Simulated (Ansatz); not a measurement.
Consider the redistribution: `CC(C)[O][Mg][Cl]` + `C[CH](C)[Al]([Cl])[CH](C)C` → `C[CH](C)[Mg][Cl]` + `CC(C)[O][Al]([Cl])[CH](C)C`.

Gas-phase electronic energies from Ansatz, PBE0-D4/def2-TZVP geometries. CCSD(T)/CBS is the MP2 limit (def2-TZVPP, def2-QZVPP) plus CCSD(T) − MP2 in def2-TZVPP, frozen cores. Functionals use def2-TZVPP. B3LYP here is the variant with VWN-RPA as its local correlation; programs differ in this. For Mg outer-core shells are correlated without core-valence functions, which leaves a few kJ/mol of doubt a bond. One conformer a species, not always the lowest.

| level | ΔE (kcal/mol) | difference from CCSD(T)/CBS |
| --- | --- | --- |
| revPBE-D4 | 0.3 | -1.0 |
| r2SCAN-D4 | 1.0 | -0.3 |
| PBE0-D4 | 0.4 | -0.9 |
| B3LYP-D4 | -0.2 | -1.5 |
| BHLYP-D4 | 0.3 | -1.0 |
| ωB97X-V | 0.9 | -0.4 |
| ωB97M-V | 0.3 | -1.0 |
| PBE-QIDH | 0.7 | -0.6 |
| PBE | -0.7 | -2.0 |
| PBE0 | 0.1 | -1.2 |
| r2SCAN0 | 1.1 | -0.2 |
| LC-ωPBE | 1.8 | 0.5 |
| RPA@PBE/def2-TZVPP | -1.1 | -2.4 |
| MP2/def2-TZVPP | 0.4 | -0.9 |
| CCSD(T)/def2-TZVPP | -0.4 | -1.7 |
| MP2/CBS(def2) | 2.0 | 0.7 |
| CCSD(T)/CBS | 1.3 | 0 |

Largest T1 diagnostic among the species: 0.010.

Leaving LDA and LC-ωPBE aside and taking each functional with its dispersion term where it has one, the values, not all of them listed here, spread over 1.9 kcal/mol, from BLYP-D4 to r2SCAN0-D4. From PBE to PBE0 (25 % exact exchange), in def2-TZVPP and without D4, ΔE moves by +0.8 kcal/mol.

CCSD(T)/CBS has its own doubt, a few kJ/mol and more with outer-core shells, so smaller differences from it don't rank the levels.
